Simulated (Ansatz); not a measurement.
Input and output for `C[N](C)[In]([N](C)C)[N](C)C`.

```yaml
crystal:
  periodic: [false, false, false]
  atoms:
    - {symbol: C, position_ang: [2.159244, -1.528079, 1.503294]}
    - {symbol: N, position_ang: [1.285530, -0.386431, 1.507809]}
    - {symbol: C, position_ang: [1.673894, 0.603567, 2.475199]}
    - {symbol: In, position_ang: [-0.007340, -0.007922, 0.004394]}
    - {symbol: N, position_ang: [-1.559535, 1.245677, 0.311793]}
    - {symbol: C, position_ang: [-1.876778, 1.773967, 1.610645]}
    - {symbol: C, position_ang: [-2.207868, 1.964523, -0.751067]}
    - {symbol: N, position_ang: [0.054755, -1.130399, -1.672207]}
    - {symbol: C, position_ang: [-1.042743, -1.193339, -2.598686]}
    - {symbol: C, position_ang: [1.278184, -1.640702, -2.228523]}
    - {symbol: H, position_ang: [2.191124, -2.001820, 2.497158]}
    - {symbol: H, position_ang: [1.815260, -2.286953, 0.796566]}
    - {symbol: H, position_ang: [3.200023, -1.271851, 1.241057]}
    - {symbol: H, position_ang: [1.660152, 0.189548, 3.495997]}
    - {symbol: H, position_ang: [0.996811, 1.460848, 2.461501]}
    - {symbol: H, position_ang: [2.693387, 0.987710, 2.302442]}
    - {symbol: H, position_ang: [-1.551706, 2.820413, 1.740485]}
    - {symbol: H, position_ang: [-2.963950, 1.756567, 1.786227]}
    - {symbol: H, position_ang: [-1.413858, 1.181049, 2.402990]}
    - {symbol: H, position_ang: [-3.303927, 1.921449, -0.649606]}
    - {symbol: H, position_ang: [-1.932789, 3.032540, -0.769925]}
    - {symbol: H, position_ang: [-1.953774, 1.546068, -1.727725]}
    - {symbol: H, position_ang: [-0.873201, -0.590479, -3.507215]}
    - {symbol: H, position_ang: [-1.214778, -2.228426, -2.933641]}
    - {symbol: H, position_ang: [-1.970482, -0.846523, -2.137509]}
    - {symbol: H, position_ang: [1.171949, -2.697207, -2.521990]}
    - {symbol: H, position_ang: [2.097756, -1.582702, -1.508461]}
    - {symbol: H, position_ang: [1.594649, -1.091083, -3.131023]}
basis:
  gaussian: {orbitals: def2-SVP, fitting: {mean_field: cc-pVTZ-jkfit}}
hamiltonian: {xc: {name: PBE}}
```

```sh
$ ansatz run in.yaml --threads 4 --pin off --events-out ev --progress --plain --max-ram 63488MiB --backend cpu
```

Shortened log:

```
Functional definition: PBE
  name "PBE"
  cite "Perdew, Burke & Ernzerhof, Phys. Rev. Lett. 77, 3865 (1996) doi:10.1103/PhysRevLett.77.3865"
  parent pbe
  parameter kappa = 0.804
  parameter beta = 0.06672455060314922
  exchange = pbe_x(kappa = kappa, mu = beta*pi^2/3)
  correlation = pbe_c(beta = beta)
Error: <dir> the basis set cc-pVTZ-JKFIT has no functions for In
```
